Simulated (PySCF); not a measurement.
C4H4N3OSi (doublet state).
Cartesian coordinates in Å at the GFN2-xTB level; atoms count from 1:
```xyz
13
C4H4N3OSi angstrom
N     -4.3476   -0.6829   -0.1087
C     -3.2726   -0.4217    0.1886
C     -1.9312   -0.1134    0.4871
C     -0.8601   -0.0780   -0.4317
C      0.2341    0.2552    0.3438
Si     1.9762    0.6707   -0.0552
N      2.3969   -0.0146   -1.5685
O     -0.1877    0.4118    1.6240
N     -1.5205    0.1837    1.7061
H     -0.8876   -0.2720   -1.4826
H      2.8941    0.6959    1.0701
H      2.3575   -1.0153   -1.7041
H      3.1439    0.3812   -2.1152
```

The hyperfine couplings belong to this conformer and change with its torsions.

As a line formula: `N#Cc1cc([SiH]N)on1` [radical].

Method: UKS B3LYP, pcH-1 on C H N O Si, non-relativistic, mean-field spin-orbit, GIAO in PySCF. One conformer (not necessarily the lowest) at the GFN2-xTB geometry, without solvent, vibrations or thermal averaging. Couplings are sensitive to structure, and on GFN2-xTB geometries they can be far from those on DFT ones, by a factor of two or more for some ions and for spin on atoms past the first row. No stability test was run, so a lower SCF solution isn't excluded.

What is the g tensor, term by term?

```csv
Δg (ppm),1,2,3
relativistic mass correction,-154,-154,-154
gauge correction,42,27,52
orbital Zeeman/spin–orbit,-114,240,1850
total,-226,114,1748
```

So g = 2.00209, 2.00243, 2.00407 and g_iso = 2.00286; the tensor is rhombic: the two nearest values differ by 17 % of g3 − g1. Axes: g3 points within 10° of the C3–C4 bond.

Average each term over the three axes. Which is largest in size?

The orbital-Zeeman/spin–orbit term 659, the mass correction -154 and the gauge correction 40 ppm, for a total of 545 ppm. The orbital-Zeeman/spin–orbit term is the largest in size. The mass correction is the same along every axis, so the anisotropy comes from the other two: their spans along these axes are 26 (gauge) and 1964 ppm (orbital Zeeman/spin–orbit).

What effective moment and Curie constant follow for a powder?

With the mean of g² = 4.0115 and S(S+1) = 0.75: μ_eff = √(⟨g²⟩S(S+1)) = 1.735 μB and χT = 0.12505·⟨g²⟩·S(S+1) = 0.376 cm³ K/mol (cgs; spin-Hamiltonian part alone).

In a frozen sample, at which fields do the three g values resonate at 9.5, 34, 94 and 263 GHz (hyperfine left aside), and which band first spreads them over more than twice a line width of 1.0 mT?

```
band    GHz  B(g3) mT  B(g2) mT  B(g1) mT  spread mT
   X    9.5    338.69    338.96    339.02       0.33
   Q   34.0   1212.15   1213.14   1213.34       1.20
   W   94.0   3351.23   3353.96   3354.53       3.30
   J  263.0   9376.31   9383.96   9385.55       9.25
```

The spread grows in proportion to the frequency. W band is the first where it exceeds 2.0 mT.

The Mulliken spin populations are largest on Si6 (+0.85), C4 (+0.13), N9 (+0.10) and C5 (-0.08). Si6 is the only atom above +0.15. The positive populations add up to 1.16 and the negative ones to -0.16, together 2S = 1. The angles at Si6 add up to 347.8°, so it is slightly pyramidal.

The HOMO–LUMO gaps are 3.71 eV among the α and 5.03 eV among the β orbitals.
